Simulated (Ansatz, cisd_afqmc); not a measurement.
System: AgI, charge 1, doublet. AgI+ (parent SMILES [Ag][I], doublet).
B3LYP-D3(BJ)/def2-TZVP minimum from Ansatz (a first-principles code):
```
Ag
I 1 2.7052
```
Charge +1, spin multiplicity 2.

Total energies in def2-SVP, 17 correlated electrons, 13 frozen orbitals. UHF or UKS for unpaired electrons; spin-orbit terms are left out. Cores are frozen in correlated methods (noble-gas shells, and filled d and f shells in the p block). Past Kr the def2 sets carry scalar-relativistic core potentials. AFQMC/CISD: phaseless, guided by CISD from CCSD amplitudes; bars are statistical, one sigma. Outlying blocks are dropped, and bars are widened where a walk drifts. Over all cases where full CI ran beside it in this data, AFQMC minus full CI had a median of +0.1 mEh and passed +0.4 mEh in a tenth of the cases. Spin-orbit terms, left out, reach several kcal/mol for Br and I, and more for heavier atoms. The spin of AgI+ (parent SMILES [Ag][I], doublet) was assumed, and the state is the lowest solution found for it.

```csv
method,program,energy (Eh),minus CCSDT(Q) (mEh)
HF,Ansatz,-442.51839,312.86
MP2,Ansatz,-442.81966,11.58
CCSD,Ansatz,-442.82462,6.62
CCSD(T),Ansatz,-442.83107,0.17
CCSDT(Q),Ansatz,-442.83124,0.00
AFQMC/CISD,cisd_afqmc,-442.8311 ± 0.0002,0.2 ± 0.2
```

Rough core times of Ansatz's runs on a shared machine: CCSD(T) 40 s, CCSDT(Q) 4 min.
